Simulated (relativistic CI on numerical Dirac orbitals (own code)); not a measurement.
Hyperfine structure of La XX, mass number 137

Computed by Dirac-Coulomb-Breit CI, separate exchange-only KLI orbitals for each configuration, QED by a radiative potential, unscaled Slater integrals (own radial code, finite nucleus).

Configurations in the expansion (outside the closed core [Ar] 3d10): 4s2 4p6 4d2, 4s2 4p5 4d3, 4s2 4p6 4d 4f, 4s 4p6 4d3, 4s2 4p5 4d2 4f, 4s2 4p6 4d 5s, 4s 4p6 4d2 4f, 4s2 4p6 4d 5p, 4s2 4p6 4f 5s, 4s2 4p6 4d 5d, 4s2 4p6 4f2, 4s2 4p5 4f3, 4s 4p6 4f3, 4s2 4p6 4f 5p, 4s2 4p5 4f2 5p, 4s 4p6 4f2 5p, 4s2 4p6 5s2, 4s2 4p5 4f 5s2, 4s 4p6 4f 5s2. Double excitations out of closed p, d and f shells are left out; levels of such configurations are missing from the list, as are those of other unlisted configurations, and high levels can miss mixing partners.

Nuclear spin I = 7/2, μ = 2.696 μN, Q = 0.21 b (tables of Stone and Pyykkö). The electronic factors are computed for point nuclear moments, without core polarisation or the Bohr-Weisskopf and QED corrections.

| Level | E (cm⁻¹) | A (MHz) | B (MHz) |
| --- | --- | --- | --- |
| 4s2 4p6 4d2 3F_2 | 0 | 5789 | 269 |
| 4s2 4p6 4d2 3F_3 | 26242 | 3386 | 477 |
| 4s2 4p6 4d2 3F_4 | 45121 | 3055 | 1120 |
| 4s2 4p6 4d2 3P_1 | 52886 | -64.11 | 476 |
| 4s2 4p6 4d2 1G_4 | 76604 | 2997 | 2290 |
| 4s2 4p6 4d2 3P_2 | 82734 | 2384 | -785 |
| 4s2 4p5 4d3 5D°_1 | 748176 | 10030 | 3160 |

Levels with J = 0, under 50 % of one LS term, or S terms without an open s electron are left out. Small factors come from cancelling terms and can be off by tens of per cent or more.

At this charge energies of transitions that change n are usually good to better than 1 %, and those within a shell (Δn = 0) to a few per cent. Terms inside the open d or f shell come out 10 to 20 % too wide with unscaled integrals.

**Question.** Give the hyperfine levels of 4s2 4p6 4d2 3F_2 relative to its centre of gravity.

**Answer.** With K = F(F + 1) − I(I + 1) − J(J + 1), E = AK/2 + B[¾K(K + 1) − I(I + 1)J(J + 1)]/[2I(2I − 1)J(2J − 1)]: F = 3/2: -51960, F = 5/2: -37610, F = 7/2: -17440, F = 9/2: 8593, F = 11/2: 40590 MHz.

LS names give the leading component of a level, which can be under half, so a name can repeat, a term be missing and a line seem to break the LS rules.
